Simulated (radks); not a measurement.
Values are calculated unless marked as measured or tabulated.
Valence configurations of the carbon ion C2+ (all share [He]). Level of theory: non-relativistic Kohn-Sham, PBE, spin-polarised, spherical densities, point nucleus; open shells are filled with parallel spins first (a radial shooting solver on a logarithmic mesh with Libxc functionals). Energies are relative to 2s2; eigenvalues in eV for spin up.

[
 {"valence": "2s2", "E (eV)": "0.000", "moment (Bohr magnetons)": "0", "e(2p)": "-", "e(2s)": "-40.361"},
 {"valence": "2s1.5 2p0.5", "E (eV)": "3.667", "moment (Bohr magnetons)": "1", "e(2p)": "-32.598", "e(2s)": "-41.274"},
 {"valence": "2s1 2p1", "E (eV)": "5.909", "moment (Bohr magnetons)": "2", "e(2p)": "-33.117", "e(2s)": "-41.833"},
 {"valence": "2s0.5 2p1.5", "E (eV)": "10.256", "moment (Bohr magnetons)": "2", "e(2p)": "-32.939", "e(2s)": "-41.612"},
 {"valence": "2p2", "E (eV)": "14.582", "moment (Bohr magnetons)": "2", "e(2p)": "-32.753", "e(2s)": "-"}
]

NIST lists [He] 2s2 as the ground configuration; this level of theory agrees among the configurations tried. The energies are those of spherical high-spin densities, not of single terms.
